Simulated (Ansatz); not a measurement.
Mulliken charges of `O[SiH]([SiH3])Cl` from PBE/def2-TZVPP in Ansatz (PBE0-D4/def2-TZVP geometry).

```tsv
atom	x (Å)	y (Å)	z (Å)	charge (e)
O1	0.517	0.942	-1.606	-0.338
Si2	-0.266	0.800	-0.173	0.468
Si3	0.352	-1.250	0.759	0.098
Cl4	-2.313	0.806	-0.459	-0.230
H5	0.374	1.735	-2.127	0.191
H6	-0.003	1.976	0.697	-0.083
H7	1.820	-1.292	0.992	-0.040
H8	-0.040	-2.350	-0.159	-0.031
H9	-0.353	-1.412	2.058	-0.034
```

By hand: the dipole of these point charges (1 e Å = 4.8032 D).

Σ q r = (0.279, 0.088, 0.073) e Å, of length 0.302 e Å = 1.45 D.

How does the dipole of the full density compare? (Estimate.)

Ansatz gave: (0.181, 0.184, -0.046) e Å, 1.26 D; the point charges give 1.15 times that, at 37° from its direction.

Point charges leave out the atoms' own dipoles, such as those of lone pairs, and Mulliken's split depends on the basis, so the two needn't agree.
